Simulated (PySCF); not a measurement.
C₃H₈O₂Si, SMILES C[C@@H](C=O)[SiH2]O.

Geometry: B3LYP-D3(BJ)/def2-SVP. The structure was generated by enumeration; whether it is a known compound was not checked. One conformer was computed; it need not be the lowest.

Two levels are set side by side: PBE/def2-TZVP (PySCF) and PBE0/def2-TZVP (PySCF). Same geometry, gas phase. Differences are taken from unrounded values.

```tsv
quantity	PBE0
orbital gap (eV)	6.44
highest occupied level (eV)	-7.36
lowest empty level (eV)	-0.92
dipole moment (D)	3.14
mean polarisability (bohr³)	67.2
```

Problem. What does PBE give, and how far is it from PBE0? (An estimate is asked for; the answer gives what the named calculation found.)

Solution. 
```csv
quantity,PBE,PBE minus PBE0
orbital gap (eV),3.75,-2.68
highest occupied level (eV),-5.78,1.57
lowest empty level (eV),-2.03,-1.11
dipole moment (D),3.06,-0.08
mean polarisability (bohr³),70.2,3.0
```

PBE's occupied levels lie high since its potential decays too fast outside the molecule; exact exchange lowers them and widens the gap. PBE's more diffuse valence density responds more strongly to a field. Differences between two approximate levels are no errors against the true value.

Rough cost on one machine, each run with all the roots and properties that it gave: PBE0 against PBE within a factor of 2.
